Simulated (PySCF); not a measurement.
Species: (F)3Hf-NH-SiH3 (singlet state).
Bonds: Hf1–F2, Hf1–F3, Hf1–F4, Hf1–N5, N5–Si6. Hydrogens: H7 on N5; H8, H9, H10 on Si6.

Method: PySCF, PBE0-D3(BJ)/def2-SVP geometry optimisation, gas phase, def2 core potentials past Kr.

**Question.** How far are the bound atoms from Hf1?

**Answer.** 4 atoms: F2 1.910 Å, F4 1.913 Å, F3 1.913 Å, N5 2.031 Å. The nearest atom not counted as bound is H7, at 2.70 Å.

**Question.** List the angles at Hf1.

**Answer.** 
```csv
angle,degrees,distance of the outer atoms (Å)
F2–Hf1–F4,112.4,3.18
F2–Hf1–F3,111.7,3.16
F3–Hf1–N5,109.4,3.22
F4–Hf1–N5,108.4,3.20
F3–Hf1–F4,108.0,3.10
F2–Hf1–N5,106.9,3.17
```

**Question.** What is the shape at Hf1?

**Answer.** Tetrahedral: angles from 106.9° to 112.4°; τ4 = (360° − α − β)/141° = 0.96 with α and β the two widest (0 for a square, 1 for a tetrahedron).

**Question.** What are the other bond lengths?

**Answer.** N5–Si6 1.751 Å; N5–H7 1.021 Å; Si6–H8, Si6–H9, Si6–H10 1.495 Å.

**Question.** Give some angles away from the centre.

**Answer.** Hf1–N5–Si6 124.2°.

Charge 0, singlet. Stationary, but not proved a minimum.
